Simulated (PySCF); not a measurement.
Fill in the blanks.

C₄H₉NO₂Si.
SMILES: `CC(=O)N/C=C/O[SiH3]`

Conformer (atom-mapped SMILES and torsion angles): `[CH3:1][C:2](=[O:3])[NH:4]/[CH:5]=[CH:6]/[O:7][SiH3:8]`: C1–C2–N4–C5 -178°, C2–N4–C5–C6 180°, C5–C6–O7–Si8 1°.

```csv
property,level,value
"rotational constants A, B, C",PBE0-D3(BJ)/def2-SVP,?
dipole moment,B3LYP/def2-SVPD,3.16 D
HOMO energy,B3LYP/def2-SVPD,?
LUMO energy,B3LYP/def2-SVPD,-0.39 eV
lowest singlet excitation,TDDFT B3LYP/def2-SVPD,?
strongest line among the 10 lowest singlet transitions,TDDFT B3LYP/def2-SVPD,"S3 at 5.29 eV (235 nm, f = 0.463)"
lowest triplet excitation (Tamm–Dancoff),TDA B3LYP/def2-SVPD,3.62 eV
static isotropic polarisability,B3LYP/def2-SVPD,?
vertical ionisation energy,ΔSCF B3LYP/def2-SVPD,8.02 eV
electronic spatial extent ⟨r²⟩ about the centre of nuclear charge,B3LYP/def2-SVPD,1875 bohr²
13C chemical shifts (computed TMS as zero) by class,GIAO KT2/pcSseg-1,"151.6 (1 C), 130.4 (1 C), 105.5 (1 C), 21.9 (1 C) ppm"
1H chemical shifts (computed TMS as zero) by class,GIAO KT2/pcSseg-1,?
"isotropic shieldings of nuclei other than C and H, by class",GIAO KT2/pcSseg-1,"123 (1 N), -81 (1 O), 255 (1 O), 395 (1 Si) ppm"
```

Gas-phase values; electronic properties from PySCF, density fitting. One conformer (not necessarily the lowest) at the PBE0-D3(BJ)/def2-SVP geometry, without solvent or vibrations. NMR classes are plain means over equivalent atoms (diastereotopic ones count apart unless rotation or inversion swaps them), as if these changed places fast; in this geometry the members of some classes differ.

(1) The HOMO energy?

(2) What is the static isotropic polarisability?

(3) The lowest singlet excitation?

(4) What are the 1H chemical shifts (computed TMS as zero) by class?

(5) Give the rotational constants A, B, C.

Results:

(1) -5.96 eV.

(2) 97.8 au.

(3) 5.03 eV (246 nm, f = 0.001).

(4) 6.71 (1 H), 6.62 (1 H), 5.17 (1 H), 5.01 (3 H), 1.78 (3 H) ppm.

(5) 4.845, 0.652, 0.581 GHz.

The ΔSCF ionisation energy exceeds −ε(HOMO) by 2.06 eV with B3LYP. In atomic units the dipole is 1.24 e·bohr (1 au = 2.5417 D). With B = h/(8π²I), that is 505.379 GHz u Å² over I, the principal moments of inertia are 104.3, 774.6 and 869.6 u Å² (most abundant isotopes). The polarisability is 14.49 Å³ as a volume (1 au = 0.148185 Å³), or 1.40 au for each of the 70 electrons. The rotational constants make it an asymmetric top with κ = (2B − A − C)/(A − C) = -0.97, nearer the prolate limit (−1).

For the NMR shielding job (KT2/pcSseg-1), hardware: one thread of an Arm Neoverse V1, shared host with 32 logical CPUs at a one-minute load of 12. Cost: 42 s, 0.91 GiB resident at most.
